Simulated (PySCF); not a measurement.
CH₆AlO₄Si (SMILES [CH3][Al][O][Si](O)(O)O), doublet, at a GFN2-xTB geometry (such geometries of metal compounds can be far from the true shape) (the spin is typed, not shown lowest); PySCF with DF-B3LYP/def2-SVP.

Here is a job for PySCF.
```python
from pyscf import gto, scf, dft

mol = gto.Mole()
mol.atom = '''
    Al   -0.855922    1.614035    1.172263
    C    -2.884066    1.744809    1.238651
    H    -3.344572    0.872866    1.710662
    H    -3.329378    1.847849    0.245586
    H    -3.171159    2.622975    1.821002
    O     0.009935    0.450993    0.327011
    Si    0.767371   -0.730011   -0.524376
    O     0.592605   -2.150064    0.233932
    O     2.344548   -0.388112   -0.655968
    O     0.128881   -0.842499   -2.008105
    H    -0.264083   -2.565484    0.221800
    H     2.884467   -0.427051    0.127570
    H     0.305172   -0.144860   -2.631644
'''
mol.basis = 'def2-svp'
mol.charge = 0
mol.spin = 1
mol.verbose = 4
mol.build()

mf = dft.UKS(mol)
mf.xc = 'b3lyp'
mf.conv_tol = 1e-12
mf = mf.density_fit(auxbasis='def2-universal-jkfit')
mf.kernel()
```

Q: What does PySCF print? Leave out banner, timings and long lists.

A: 
```
PySCF version 2.14.0

[INPUT] verbose = 4
[INPUT] num. atoms = 13
[INPUT] num. electrons = 71
[INPUT] charge = 0
[INPUT] spin (= nelec alpha-beta = 2S) = 1
[INPUT] symmetry False subgroup None
[INPUT] Mole.unit = angstrom
[INPUT] Symbol           X                Y                Z      unit          X                Y                Z       unit  Magmom
[INPUT]  1 Al    -0.855922000000   1.614035000000   1.172263000000 AA   -1.617458163990   3.050084105462   2.215256015961 Bohr   0.0
[INPUT]  2 C     -2.884066000000   1.744809000000   1.238651000000 AA   -5.450094865170   3.297211149676   2.340711153919 Bohr   0.0
[INPUT]  3 H     -3.344572000000   0.872866000000   1.710662000000 AA   -6.320325083889   1.649477683445   3.232682671701 Bohr   0.0
[INPUT]  4 H     -3.329378000000   1.847849000000   0.245586000000 AA   -6.291612585152   3.491928529551   0.464090280027 Bohr   0.0
[INPUT]  5 H     -3.171159000000   2.622975000000   1.821002000000 AA   -5.992622007450   4.956704381581   3.441195052285 Bohr   0.0
[INPUT]  6 O      0.009935000000   0.450993000000   0.327011000000 AA    0.018774429048   0.852253254096   0.617961229720 Bohr   0.0
[INPUT]  7 Si     0.767371000000  -0.730011000000  -0.524376000000 AA    1.450121025934  -1.379520857920  -0.990927026295 Bohr   0.0
[INPUT]  8 O      0.592605000000  -2.150064000000   0.233932000000 AA    1.119861150048  -4.063032110287   0.442067411772 Bohr   0.0
[INPUT]  9 O      2.344548000000  -0.388112000000  -0.655968000000 AA    4.430553605897  -0.733425385657  -1.239599866479 Bohr   0.0
[INPUT] 10 O      0.128881000000  -0.842499000000  -2.008105000000 AA    0.243549792660  -1.592092370220  -3.794768479370 Bohr   0.0
[INPUT] 11 H     -0.264083000000  -2.565484000000   0.221800000000 AA   -0.499044544154  -4.848062136954   0.419141254429 Bohr   0.0
[INPUT] 12 H      2.884467000000  -0.427051000000   0.127570000000 AA    5.450852645346  -0.807009431222   0.241072361711 Bohr   0.0
[INPUT] 13 H      0.305172000000  -0.144860000000  -2.631644000000 AA    0.576691500886  -0.273745726404  -4.973086417355 Bohr   0.0

nuclear repulsion = 450.312137247969
number of shells = 64
number of NR pGTOs = 234
number of NR cGTOs = 136
basis = def2-svp
ecp = {}

******** <class 'pyscf.df.df_jk.DFUKS'> ********
method = DFUKS
initial guess = minao
damping factor = 0
level_shift factor = 0
DIIS = <class 'pyscf.scf.diis.CDIIS'>
diis_start_cycle = 1
diis_space = 8
diis_damp = 0
SCF conv_tol = 1e-12
SCF conv_tol_grad = None
SCF max_cycles = 50
direct_scf = False
number electrons alpha = 36  beta = 35
XC library pyscf.dft.libxc version 7.1.2
    S. Lehtola, C. Steigemann, M. J. T. Oliveira, and M. A. L. Marques,  SoftwareX 7, 1–5 (2018)
XC functionals = b3lyp
    P. J. Stephens, F. J. Devlin, C. F. Chabalowski, and M. J. Frisch,  J. Phys. Chem. 98, 11623 (1994)
radial grids:
    Treutler-Ahlrichs [JCP 102, 346 (1995); DOI:10.1063/1.469408] (M4) radial grids

becke partition: Becke, JCP 88, 2547 (1988); DOI:10.1063/1.454033
pruning grids: <function nwchem_prune>
grids dens level: 3
symmetrized grids: False
atomic radii adjust function: <function treutler_atomic_radii_adjust>
small_rho_cutoff = 0
Set gradient conv threshold to 1e-06
tot grids = 167656
******** <class 'pyscf.df.df.DF'> ********
auxbasis = def2-universal-jkfit
init E= -874.953060879202

cycle= 1 E= -873.938486619093  delta_E= 1.01  |g|= 1.04  |ddm|= 2.73
cycle= 2 E= -873.134100444426  delta_E= 0.804  |g|= 1.72  |ddm|= 1.96
cycle= 3 E= -874.316814237758  delta_E= -1.18  |g|= 0.292  |ddm|= 1.37
cycle= 4 E= -874.35002759149  delta_E= -0.0332  |g|= 0.0798  |ddm|= 0.267
cycle= 5 E= -874.352494863789  delta_E= -0.00247  |g|= 0.0149  |ddm|= 0.0855
cycle= 6 E= -874.352608835618  delta_E= -0.000114  |g|= 0.0039  |ddm|= 0.0229
cycle= 7 E= -874.352616864201  delta_E= -8.03e-06  |g|= 0.0018  |ddm|= 0.00604
cycle= 8 E= -874.352618834252  delta_E= -1.97e-06  |g|= 0.000543  |ddm|= 0.00281
cycle= 9 E= -874.352619078061  delta_E= -2.44e-07  |g|= 0.000157  |ddm|= 0.00117
cycle= 10 E= -874.352619095455  delta_E= -1.74e-08  |g|= 8.7e-05  |ddm|= 0.000344
cycle= 11 E= -874.352619098876  delta_E= -3.42e-09  |g|= 3.28e-05  |ddm|= 0.000106
cycle= 12 E= -874.352619099535  delta_E= -6.59e-10  |g|= 6.66e-06  |ddm|= 4.62e-05
cycle= 13 E= -874.352619099591  delta_E= -5.55e-11  |g|= 3.33e-06  |ddm|= 1.93e-05
cycle= 14 E= -874.352619099596  delta_E= -4.77e-12  |g|= 1.41e-06  |ddm|= 5.2e-06
cycle= 15 E= -874.352619099598  delta_E= -2.5e-12  |g|= 4.54e-07  |ddm|= 1.76e-06
cycle= 16 E= -874.352619099596  delta_E= 1.82e-12  |g|= 2.35e-07  |ddm|= 6.23e-07
cycle= 17 E= -874.352619099597  delta_E= -4.55e-13  |g|= 1.08e-07  |ddm|= 4.12e-07
Extra cycle  E= -874.352619099595  delta_E= 2.05e-12  |g|= 1.47e-07  |ddm|= 2.33e-07
converged SCF energy = -874.352619099595  <S^2> = 0.75227103  2S+1 = 2.0022697
```
